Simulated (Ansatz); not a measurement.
Reaction (ligand exchange at a Ge–C bond): `[CH3][GeH]([Cl])[Cl]` + HBr → `[Cl][GeH]([Cl])[Br]` + CH₄

Program: Ansatz. Geometries: PBE0-D4/def2-TZVP. ΔE: electronic, gas phase. CBS: MP2 limit from def2 TZ/QZ plus the TZ coupled-cluster correction, frozen cores. This one scheme is used for every species. DFT in def2-TZVPP. HSE06 is defined as in plane-wave codes. For Br, Ge outer-core shells are correlated without core-valence functions, which leaves a few kJ/mol of doubt a bond. Scalar relativity is left out up to krypton.

```csv
level,ΔE (kJ/mol),difference from CCSD(T)/CBS
PBE-D4,-81.1,-5.6
HSE06-D4,-81.3,-5.8
ωB97X-V,-77.7,-2.2
ωB97M-V,-78.5,-3.0
LC-ωPBE,-73.6,1.9
CCSD(T)/def2-SVP,-77.9,-2.4
HF/def2-TZVPP,-85.6,-10.1
SCS-MP2/def2-TZVPP,-77.6,-2.1
CCSD(T)/def2-TZVPP,-73.7,1.8
CCSD/CBS(def2),-75.2,0.3
CCSD(T)/CBS,-75.5,0
```

Largest T1 diagnostic among the species: 0.009.

In def2-TZVPP, CCSD(T) changes the Hartree–Fock value by +11.9 kJ/mol (the triples alone add −0.3 kJ/mol) and MP2 by +7.9 kJ/mol. Leaving LDA and LC-ωPBE aside and taking each functional with its dispersion term where it has one, the values, not all of them listed here, spread over 7.9 kJ/mol, from BHLYP-D4 to ωB97X-V. LDA lies +7.1 kJ/mol from PBE without D4.
